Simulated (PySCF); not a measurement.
Match the calculated data to a structure.

All candidates are C6H7NO.

- Rotational structure: rotational constants A, B, C: 5.657, 1.489, 1.180 GHz [PBE0-D3(BJ)/def2-TZVP]
- 1H NMR: chemical shifts (computed TMS as zero) by class: 6.71 (2 H), 6.64 (2 H), 3.60 (1 H), 3.07 (2 H) ppm [GIAO B97-2/pcSseg-2]
- 13C NMR: chemical shifts (computed TMS as zero) by class: 156.7 (1 C), 147.3 (1 C), 120.3 (2 C), 120.2 (2 C) ppm [GIAO B97-2/pcSseg-2]
- Dipole: 2.01 D [B97-2/pcSseg-2]
- NMR, other nuclei: isotropic shieldings of nuclei other than C and H, by class: 194 (1 N), 222 (1 O) ppm [GIAO B97-2/pcSseg-2]

The electronic properties come from PySCF, for the isolated species, density fitting. Levels stand in brackets. The structure is a single PBE0-D3(BJ)/def2-TZVP conformer in the gas phase; no vibrational or solvent corrections. NMR classes are plain means over equivalent atoms (diastereotopic ones count apart unless rotation or inversion swaps them), as if these changed places fast.

Task: Which candidate is it?
A. `Cc1cccc[n+]1[O-]`
B. `Nc1ccc(O)cc1`
C. `OCc1ccccn1`
D. `Nc1cccc(O)c1`

Result: B. It is `Nc1ccc(O)cc1`. Numbering: `[NH2:1][c:2]1[cH:3][cH:4][c:5]([OH:6])[cH:7][cH:8]1`. Its formula, C6H7NO, gives 4 degrees of unsaturation: 1 ring and 3 π bonds in the structure found (Kekulé form). 6 carbons fall into 4 classes; from least to most shielded: aromatic carbon bearing oxygen [C5] (156.7 ppm), aromatic carbon bearing nitrogen [C2] (147.3 ppm), aromatic CH carbon [C4/C7] (120.3 ppm, 2 C, up to 2.7 ppm apart in this geometry), aromatic CH carbon [C3/C8] (120.2 ppm, 2 C, up to 2.1 ppm apart in this geometry). Hydrogen classes from least to most shielded: 2 H on 2 aromatic CH carbons, C4/C7 (6.71 ppm), 2 H on 2 aromatic CH carbons, C3/C8 (6.64 ppm), 1 H on a phenol-type oxygen, O6 (3.60 ppm), 2 H on an aniline-type nitrogen, N1 (3.07 ppm). The other shieldings belong to: 194 ppm, aniline-type nitrogen [N1]; 222 ppm, phenol-type oxygen [O6]. By its constants the optimised geometry is an asymmetric top.

The others, at the same levels:
- `Nc1cccc(O)c1` fails: it has 6 carbon classes against 4; its computed 13C shifts are 166.6 (1 C), 156.7 (1 C), 137.2 (1 C), 110.2 (1 C), 106.8 (1 C), 104.2 (1 C) ppm, 1H shifts are 7.15 (1 H), 6.29 (1 H), 6.23 (1 H), 5.98 (1 H), 3.99 (1 H), 3.36 (2 H) ppm and rotational constant A is 3.777 GHz (against 5.657 GHz).
- `OCc1ccccn1` fails: it has 6 carbon classes against 4; its computed 13C shifts are 169.6 (1 C), 155.6 (1 C), 142.8 (1 C), 127.0 (1 C), 126.0 (1 C), 67.7 (1 C) ppm, 1H shifts are 8.85 (1 H), 7.85 (1 H), 7.33 (1 H), 7.33 (1 H), 5.01 (1 H), 4.91 (2 H) ppm and rotational constant A is 5.102 GHz (against 5.657 GHz).
- `Cc1cccc[n+]1[O-]` fails: it has 6 carbon classes against 4; its computed 13C shifts are 158.4 (1 C), 146.1 (1 C), 132.2 (1 C), 129.6 (1 C), 124.3 (1 C), 21.4 (1 C) ppm, 1H shifts are 8.31 (1 H), 7.38 (1 H), 7.23 (1 H), 6.98 (1 H), 2.41 (3 H) ppm and rotational constant A is 3.578 GHz (against 5.657 GHz).

Each candidate is one conformer, not necessarily the lowest. The conformers computed, where there is a choice (atom-mapped SMILES and torsion angles):
- `[NH2:1][c:2]1[cH:3][cH:4][c:5]([OH:6])[cH:7][cH:8]1`: H–N1–C2–C3 -156°, H–N1–C2–C3 -27°, H–O6–C5–C4 180°
- `[NH2:1][c:2]1[cH:3][cH:4][cH:5][c:6]([OH:7])[cH:8]1`: H–N1–C2–C3 24°, H–N1–C2–C3 159°, H–O7–C6–C5 0°
- `[OH:1][CH2:2][c:3]1[cH:4][cH:5][cH:6][cH:7][n:8]1`: O1–C2–C3–C4 -178°, H–O1–C2–C3 -3°
